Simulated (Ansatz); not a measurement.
One change: `B[NH][Al]([CH3])[CH3]` becomes `[CH3][Al]([CH3])[F]`.

Ansatz, PBE0-D4/def2-TZVP geometries, multiplicity 1. Each molecule was computed in one conformer, which needn't be the lowest.

```csv
property,`B[NH][Al]([CH3])[CH3]`
HOMO–LUMO gap (ωB97M-V/def2-TZVPP) / eV,11.25
LUMO energy (B3LYP/def2-TZVPP) / eV,-0.72
LUMO energy (PBE0/def2-TZVPP) / eV,-0.50
LUMO energy (PBE/def2-TZVPP) / eV,-1.37
size of the dipole moment (ωB97M-V/def2-TZVPP) / D,1.83
HOMO–LUMO gap (PBE/def2-TZVPP) / eV,5.21
```

**Question.** Give the same properties after the change, and the shifts. (An estimate is asked.)

**Answer.** Ansatz gave: 
| property | `[CH3][Al]([CH3])[F]` | shift |
| --- | --- | --- |
| HOMO–LUMO gap (ωB97M-V/def2-TZVPP) / eV | 11.40 | 0.15 |
| LUMO energy (B3LYP/def2-TZVPP) / eV | -0.53 | 0.19 |
| LUMO energy (PBE0/def2-TZVPP) / eV | -0.27 | 0.23 |
| LUMO energy (PBE/def2-TZVPP) / eV | -1.06 | 0.31 |
| size of the dipole moment (ωB97M-V/def2-TZVPP) / D | 1.84 | 0.01 |
| HOMO–LUMO gap (PBE/def2-TZVPP) / eV | 5.56 | 0.35 |

With PBE0 the HOMO falls by 0.07 eV and the LUMO rises by 0.23 eV, so the gap widens by about 0.30 eV. PBE moves the HOMO by -0.04 eV and ωB97M-V by -0.06 eV. Dipoles are sizes alone; their direction can turn.

B3LYP here is the variant with VWN-RPA as its local correlation; programs differ in this.
